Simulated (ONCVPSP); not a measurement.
Before and after: ONCV potential for Cu (Z = 29)

* Element: copper
* Generator: ONCVPSP 4.0.1
* Type: optimised norm-conserving Vanderbilt (ONCV)
* Functional: PBE
* Relativity: scalar-relativistic
* Frozen core: [Ne]
* Valence charge: 19
* Reference configuration: 3s2 3p6 3d9 4s2
* Partial waves: 3s+4s: rc 1.30 bohr, ncon 3, nbas 6, qcut 10 1/bohr, 3 projectors, debl 1.2 Ha; 3p: rc 1.10 bohr, ncon 4, nbas 7, qcut 11.9 1/bohr, 2 projectors, debl 0.8 Ha; 3d: rc 1.10 bohr, ncon 4, nbas 9, qcut 15.2 1/bohr, 2 projectors, debl 0.6 Ha
* Local potential: polynomial inside 1.05 bohr (lpopt 2, dvloc0 6 Ha)
* Core correction: polynomial model core, fcfact 0.75

In the p channel the program set the typed energies aside and used -2.841, 0.250 Ha.

All-electron outer shells of the reference configuration (PBE, scalar-relativistic, ld1.x):

```tsv
shell	level (eV)	outermost node (bohr)	outermost maximum (bohr)
2p	-922.70	–	0.16
3s	-120.00	0.29	0.61
3p	-77.31	0.26	0.62
3d	-9.52	–	0.60
4s	-5.81	0.88	2.16
```

Change: all radii but the core radius scaled by about 0.87 (s 1.12, p 0.96, d 0.96 bohr); local potential polynomial inside 0.92 bohr (lpopt 2, dvloc0 6 Ha).

Cutoffs: the cutoffs (Ha) at which the residual kinetic energy of the hardest occupied pseudo-wave falls to 1 and 0.1 mHa per electron; they do not see the model core or the augmentation charge, which bear on the density cutoff. Errors are all-electron minus pseudo energies relative to the spin-unpolarised reference configuration.

**Question.** Predict the effect on cutoff, ghosts and configuration errors.

**Answer.** The potential gets harder (86 Ha and 97 Ha → 96 Ha and 107 Ha); of the 4 tests that both files solve, the error grows in 0 and shrinks in 3 by more than 15 % and 0.3 meV (median size 4.4 → 2.8 meV); neither file shows a bound ghost. A smaller radius makes the pseudo-wave follow the all-electron one further in, where it bends more sharply, so more plane waves are needed. Less of the atom is replaced, so other configurations are described better.

| quantity | base | changed |
| --- | --- | --- |
| cutoff, loose | 86 Ha | 96 Ha |
| cutoff, tight | 97 Ha | 107 Ha |
| loose cutoff by channel | s 29 Ha, p 47 Ha, d 86 Ha | s 36 Ha, p 45 Ha, d 96 Ha |
| bound ghosts | none | none |
| GHOST(+) flags under 300 eV | none | none |
| error for 3s2 3p6 3d10 4s1, meV [ΔE -1.97 eV] | +1.3 | +0.5 |
| error for 3s2 3p6 3d10 4s0, meV [ΔE 6.18 eV] | +7.5 | +5.1 |
| error for 3s2 3p6 3d9 4s0, meV [ΔE 27.51 eV] | +0.2 | +0.1 |
| error for 3s2 3p6 3d7 4s0, meV [ΔE 126.24 eV] | +38 | +15 |
| rms error of d²Exc/dni dnj with the model core, mHa | 1.89 | 1.81 |
